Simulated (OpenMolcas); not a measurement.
# Tc4+ in a point-charge field

Tc4+ among 3 point charges of -3 e arranged as a planar triangle (D3h), 2.11 Å from the ion.

| Quantity | Value |
| --- | --- |
| Program | OpenMolcas |
| Method | CASSCF |
| Basis | ANO-RCC-VDZP [6s5p3d1f] |
| Scalar Hamiltonian | DKH2, point nucleus |
| Active space | 3 electrons in 5 orbitals (4d) |
| State averaging | 2S+1 = 4 even, 10 roots; 2S+1 = 2 even, 40 roots |
| Spin-orbit coupling | state interaction with AMFI integrals over the reference wave functions |

The lowest spin-free states (labels of D3, the rotations of D3h), above the lowest:

```json
{"State": "4A2", "Degeneracy": "1", "E (cm-1)": "0.0", "Free-ion L (%)": "P (61)"}
{"State": "4A1", "Degeneracy": "1", "E (cm-1)": "6553", "Free-ion L (%)": "F (100)"}
{"State": "4A2", "Degeneracy": "1", "E (cm-1)": "6563", "Free-ion L (%)": "F (100)"}
{"State": "4E", "Degeneracy": "2", "E (cm-1)": "10299", "Free-ion L (%)": "F (82)"}
{"State": "4E", "Degeneracy": "2", "E (cm-1)": "11326", "Free-ion L (%)": "F (100)"}
{"State": "2A2", "Degeneracy": "1", "E (cm-1)": "13356", "Free-ion L (%)": "H (78)"}
{"State": "2E", "Degeneracy": "2", "E (cm-1)": "13655", "Free-ion L (%)": "H (63)"}
{"State": "2E", "Degeneracy": "2", "E (cm-1)": "15674", "Free-ion L (%)": "D (35)"}
{"State": "2E", "Degeneracy": "2", "E (cm-1)": "17493", "Free-ion L (%)": "G (44)"}
{"State": "2A1", "Degeneracy": "1", "E (cm-1)": "18753", "Free-ion L (%)": "G (87)"}
{"State": "2E", "Degeneracy": "2", "E (cm-1)": "20076", "Free-ion L (%)": "G (52)"}
{"State": "2A2", "Degeneracy": "1", "E (cm-1)": "22575", "Free-ion L (%)": "G (76)"}
{"State": "2A1", "Degeneracy": "1", "E (cm-1)": "22581", "Free-ion L (%)": "G (76)"}
{"State": "2E", "Degeneracy": "2", "E (cm-1)": "23960", "Free-ion L (%)": "G (45)"}
{"State": "4A2", "Degeneracy": "1", "E (cm-1)": "26765", "Free-ion L (%)": "F (61)"}
{"State": "2E", "Degeneracy": "2", "E (cm-1)": "27132", "Free-ion L (%)": "G (77)"}
{"State": "2A1", "Degeneracy": "1", "E (cm-1)": "28700", "Free-ion L (%)": "H (69)"}
{"State": "2A2", "Degeneracy": "1", "E (cm-1)": "28741", "Free-ion L (%)": "H (70)"}
{"State": "2E", "Degeneracy": "2", "E (cm-1)": "29197", "Free-ion L (%)": "D (47)"}
{"State": "2E", "Degeneracy": "2", "E (cm-1)": "31671", "Free-ion L (%)": "D (58)"}
```

The lowest levels with spin-orbit coupling:

| E (cm-1) | Degeneracy | Label | 2S+1 | g |
| --- | --- | --- | --- | --- |
| 0.0 | 2 | E3/2 | 4 | 0.00 0.00 5.97 |
| 26.1 | 2 | E1/2 | 4 | 1.99 3.56 3.56 |
| 4825 | 2 | E3/2 | 4 | 0.00 0.00 0.05 |
| 6020 | 2 | E1/2 | 4 | 0.03 0.03 4.03 |
| 7195 | 2 | E1/2 | 4 | 0.03 0.03 8.00 |
| 8328 | 2 | E3/2 | 4 | 0.00 0.00 11.97 |
| 9380 | 2 | E1/2 | 4 | 0.24 0.24 0.96 |
| 9831 | 2 | E1/2 | 4 | 0.13 0.13 3.96 |
| 9878 | 2 | E3/2 | 4 | 0.00 0.00 3.22 |
| 10517 | 2 | E1/2 | 4 | 0.00 0.00 7.45 |
| 11058 | 2 | E1/2 | 4 | 0.20 0.20 0.96 |
| 11804 | 2 | E3/2 | 4 | 0.00 0.00 2.73 |
| 12343 | 2 | E1/2 | 4 | 0.01 0.01 6.41 |
| 12622 | 2 | E1/2 | 4 | 0.01 0.01 9.93 |
| 12765 | 2 | E1/2 | 2 | 0.90 3.66 3.66 |
| 13909 | 2 | E3/2 | 2 | 0.00 0.00 3.68 |
| 14139 | 2 | E1/2 | 2 | 1.06 5.61 5.61 |
| 15204 | 2 | E3/2 | 2 | 0.00 0.00 2.79 |
| 15979 | 2 | E1/2 | 2 | 0.00 0.00 5.97 |
| 17691 | 2 | E1/2 | 2 | 0.58 2.20 2.20 |

Powder χT (cm3 K/mol): 1.18 at 2 K, 1.41 at 10 K, 1.63 at 50 K, 1.63 at 100 K, 1.64 at 200 K, 1.65 at 300 K. The effective moment at 300 K is 2.828 √(χT) = 3.63 μB.

The lowest level has 2S+1 = 4, for which the spin-only value is χT = S(S+1) / 2 = 1.875 cm3 K/mol (g = 2). The computed 1.647 at 300 K differs by -0.228, through orbital momentum, spin-orbit coupling and any other state in reach.

Without dynamic correlation the repulsion within the d shell is too large (B by tens of per cent), so at a given field states of lower spin stand too high. This is an electrostatic model: the charges have no orbitals. No measured value stands beside these numbers.

The RASSCF and RASSI steps took 11 s on 1 thread of Arm Neoverse V1 (shared host); the integral step is not counted.
